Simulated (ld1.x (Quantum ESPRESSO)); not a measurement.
**Fe, TM: configuration errors across variants**

* Element: iron (Fe)
* Generator: ld1.x (Quantum ESPRESSO) 7.5
* Type: norm-conserving Troullier–Martins (Kleinman–Bylander form)
* Functional: PBEsol
* Relativity: scalar-relativistic
* Frozen core: [Ar]
* Valence charge: 8
* Reference configuration: 3d6 4s2 4p0
* Partial waves: 4s (bound): rc 2.30 bohr; 4p (bound, empty): rc 3.10 bohr; 3d (bound): rc 0.95 bohr
* Local potential: all-electron potential smoothed inside 2.30 bohr (lloc = -1)
* Core correction: Bessel-smoothed model core inside 0.60 bohr

All-electron excitation energies from the reference (eV): (1) 3d6 4s1 4p0 8.745; (2) 3d6 4s0 4p0 24.861; (3) 3d5 4s0 4p0 59.048; (4) 3d6.5 4s1.5 4p0 -0.731; (5) 3d6 4s0 4p2 8.489; (6) 3d5 4s2 4p0 14.234; (7) 3d7 4s0 4p0 6.593.

Tests that are not counted but printed errors over 1 eV. “all radii but the core radius scaled by about 0.74 (s 1.72, p 2.30, d 0.70 bohr); local potential all-electron potential smoothed inside 1.72 bohr (lloc = -1)”: 3d5 4s2 4p0 (solver errors, printed error -409 eV).

A true bound ghost makes a file unfit for plane-wave use even where its test errors are small: the radial tests pick states by their node count and pass the ghost by. Where a test does run into it, the solver fails or the error is huge.

Errors AE − PS in meV (a dash: test not solved or not reliable):

| change | (1) | (2) | (3) | (4) | (5) | (6) | (7) | bound ghosts |
| --- | --- | --- | --- | --- | --- | --- | --- | --- |
| base | -8.4 | -60 | -311 | -56 | -6.1 | -260 | -337 | none |
| all radii but the core radius scaled by about 0.74 (s 1.72, p 2.30, d 0.70 bohr); local potential all-electron potential smoothed inside 1.72 bohr (lloc = -1) | +5.7 | -44 | -247 | -21 | -2.0 | – | -234 | s |
| all radii but the core radius scaled by about 0.94 (s 2.16, p 2.92, d 0.90 bohr); local potential all-electron potential smoothed inside 2.16 bohr (lloc = -1) | -8.3 | -60 | -270 | -53 | -8.9 | -230 | -325 | none |
| all radii but the core radius scaled by about 1.09 (s 2.50, p 3.38, d 1.04 bohr); local potential all-electron potential smoothed inside 2.50 bohr (lloc = -1) | -8.2 | -59 | -372 | -57 | -2.6 | -267 | -335 | none |
| all radii but the core radius scaled by about 1.18 (s 2.72, p 3.68, d 1.12 bohr); local potential all-electron potential smoothed inside 2.72 bohr (lloc = -1) | -8.3 | -63 | -463 | -56 | -0.7 | -258 | -321 | none |
| all radii but the core radius scaled by about 1.27 (s 2.92, p 3.94, d 1.20 bohr); local potential all-electron potential smoothed inside 2.92 bohr (lloc = -1) | -9.1 | -74 | -590 | -53 | -3.3 | -236 | -296 | none |
| all radii but the core radius scaled by about 1.37 (s 3.14, p 4.24, d 1.30 bohr); local potential all-electron potential smoothed inside 3.14 bohr (lloc = -1) | -11 | -97 | -759 | -49 | -13 | -206 | -261 | none |

Question: Give the same row for: all radii but the core radius scaled by about 0.87 (s 2.00, p 2.68, d 0.82 bohr); local potential all-electron potential smoothed inside 2.00 bohr (lloc = -1).

Answer: -7.6, -59, -246, -48, -9.7, -161, -303; bound ghosts: none.
